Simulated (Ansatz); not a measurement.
Compare A (`[CH3][GeH]1[CH2][NH]1`) with its isomer B (`C[N](C)[GeH]`).

Gas-phase electronic energies from Ansatz, PBE0-D4/def2-TZVP geometries. CCSD(T)/CBS adds triple-zeta CCSD(T) − MP2 to the extrapolated MP2 energy (def2 sets, frozen cores). Functionals use def2-TZVPP. For Ge outer-core shells are correlated without core-valence functions, which leaves a few kJ/mol of doubt a bond. Scalar relativity is left out up to krypton.

A:

Z-matrix (Å, degrees):
```
C
Ge 1 1.937
H 1 1.090 2 111.0
H 1 1.091 2 110.3 3 120.9
H 1 1.090 2 108.2 3 -119.9
C 2 1.916 1 123.7 3 100.4
N 2 1.878 1 113.5 3 152.0
H 2 1.531 1 118.0 3 -67.7
H 6 1.089 2 117.8 1 -158.5
H 6 1.087 2 120.3 1 -13.5
H 7 1.013 2 115.1 1 140.5
```

B:

```xyz
11

C     1.324    0.321    0.300
N    -0.028   -0.190    0.323
C    -0.778    0.185   -0.852
Ge   -0.599   -1.184    1.741
H     1.331    1.418    0.241
H     1.875   -0.058   -0.570
H     1.860    0.023    1.203
H    -1.786   -0.223   -0.803
H    -0.291   -0.187   -1.763
H    -0.844    1.278   -0.943
H    -2.064   -1.384    1.125
```

Question: Which is lower in electronic energy at CCSD(T)/CBS, and by how much? (An estimate is asked.)

Answer: Computed: B, by 51.0 kJ/mol.

Question: Give E(B) − E(A) in kJ/mol with PBE-D4, ωB97M-V, CCSD/def2-TZVPP, PBE0-D4, LDA (SPW92), CCSD(T)/def2-SVP, CCSD(T)/def2-TZVPP. (Best estimate.)

Answer: Ansatz gave: PBE-D4 -60.1, ωB97M-V -61.3, CCSD/def2-TZVPP -51.2, PBE0-D4 -54.1, LDA (SPW92) -57.2, CCSD(T)/def2-SVP -92.3, CCSD(T)/def2-TZVPP -48.3. None reverses the order clearly.

Question: Does the order hold for the free energy at 298.15 K (harmonic terms from PBE0-D4)? (Best estimate.)

Answer: Ansatz gave: Yes: G(B) − G(A) = -43.1 kJ/mol.

Largest T1 diagnostic: 0.016.

In def2-TZVPP, CCSD(T) changes the Hartree–Fock value by +28.8 kJ/mol (the triples alone add +2.9 kJ/mol) and MP2 by +41.1 kJ/mol. At CCSD(T), def2-SVP lies −41.3 kJ/mol from the extrapolated value and def2-TZVPP +2.7 kJ/mol.
